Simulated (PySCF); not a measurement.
## Atomic charges by several schemes

C₄H₃F₃.
Atom-mapped SMILES: `[CH:1]#[C:2][C@H:3]([F:4])[CH:5]([F:6])[F:7]` (hydrogens: H8 on C1; H9 on C3; H10 on C5)

Density: PBE0/pcSseg-1 (PySCF); schemes: Mulliken, IAO, Hirshfeld and ESP-fitted. One conformer (not necessarily the lowest) at the GFN2-xTB geometry, without solvent, vibrations or thermal averaging.

**Question.** Tabulate the Mulliken, IAO, Hirshfeld and ESP-fitted charges.

**Answer.** In e:

```csv
atom,environment,Mulliken,IAO,Hirshfeld,ESP-fitted
C1,terminal alkyne carbon,-0.280,-0.185,-0.077,-0.399
C2,alkyne carbon,+0.179,-0.054,-0.057,+0.002
C3,sp3 C–F carbon,+0.132,+0.138,+0.062,+0.127
F4,alkyl fluorine,-0.311,-0.305,-0.102,-0.210
C5,CHF2 carbon,+0.532,+0.444,+0.146,+0.298
F6,fluorine of a CF2 group,-0.289,-0.292,-0.099,-0.205
F7,fluorine of a CF2 group,-0.288,-0.294,-0.096,-0.201
H8,alkyne hydrogen,+0.061,+0.212,+0.104,+0.324
H9,methine hydrogen,+0.153,+0.181,+0.064,+0.147
H10,methine hydrogen,+0.110,+0.155,+0.054,+0.115
```

Mean size of the charges over all atoms: Mulliken 0.234 e, IAO 0.226 e, ESP-fitted 0.203 e, Hirshfeld 0.086 e. Each set sums to the total charge, 0, to within 0.001 e. The Hirshfeld scheme weights the molecular density at each point by an atom's share of the summed free-atom densities. The Mulliken scheme gives each basis function's population to the atom it is centred on and halves the overlap population of two atoms between them.

Lowest charge. The schemes don't all agree: Mulliken F4 (-0.311); IAO F4 (-0.305); Hirshfeld F4 (-0.102); ESP-fitted C1 (-0.399).

Highest charge. The schemes don't all agree: Mulliken C5 (+0.532); IAO C5 (+0.444); Hirshfeld C5 (+0.146); ESP-fitted H8 (+0.324).

**Question.** How many electrons does the Mulliken scheme count on F7?

**Answer.** Z − q = 9 − (-0.288) = 9.288.

**Question.** Sum the charges by element.

**Answer.** 
```tsv
element	atoms	Mulliken	IAO	Hirshfeld	ESP-fitted
C	4	+0.564	+0.343	+0.075	+0.029
F	3	-0.888	-0.891	-0.297	-0.616
H	3	+0.324	+0.547	+0.223	+0.586
```

**Question.** How closely do the schemes follow one another over all atoms?

**Answer.** Correlation coefficient and root-mean-square difference: IAO with Hirshfeld 0.98, 0.161 e; Mulliken with IAO 0.93, 0.098 e; Hirshfeld with ESP-fitted 0.92, 0.151 e; IAO with ESP-fitted 0.91, 0.105 e; Mulliken with Hirshfeld 0.86, 0.195 e; Mulliken with ESP-fitted 0.85, 0.140 e.

Shape of the structure used: `[CH:1]#[C:2][C@H:3]([F:4])[CH:5]([F:6])[F:7]`: C2–C3–C5–F6 -167°.
